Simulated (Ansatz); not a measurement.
The cluster Al2S2⁺. Charge 1, multiplicity 2. Geometry PBE0-D4/def2-TZVP, that of the neutral singlet.

```xyz
4

Al   -1.2611    0.4127    2.0533
Al    0.4563   -0.1652   -0.7461
S    -0.6106   -1.3114    0.6978
S     1.4153    1.0639   -2.0050
```

The structure comes from a short search, and lower isomers may exist.

**Question.** Estimate the α-spin orbital energies around the gap (eV) in Ansatz with PBE-D4/def2-TZVP, r2SCAN-D4/def2-TZVP, PBE0-D4/def2-TZVP.

**Answer.** 
```csv
orbital,PBE-D4/def2-TZVP,r2SCAN-D4/def2-TZVP,PBE0-D4/def2-TZVP
HOMO−5,-14.47,-14.78,-15.72
HOMO−4,-12.87,-13.16,-14.27
HOMO−3,-12.47,-12.79,-13.58
HOMO−2,-11.81,-12.19,-13.53
HOMO−1,-11.48,-11.75,-12.64
HOMO,-11.16,-11.41,-12.18
LUMO,-8.26,-8.17,-7.40
LUMO+1,-7.64,-7.54,-6.73
LUMO+2,-7.48,-7.14,-6.67
LUMO+3,-6.28,-5.94,-5.55
LUMO+4,-6.11,-5.83,-5.32
LUMO+5,-5.10,-4.73,-4.09
β HOMO,-10.98,-11.06,-11.45
β LUMO,-10.89,-10.86,-10.41
```
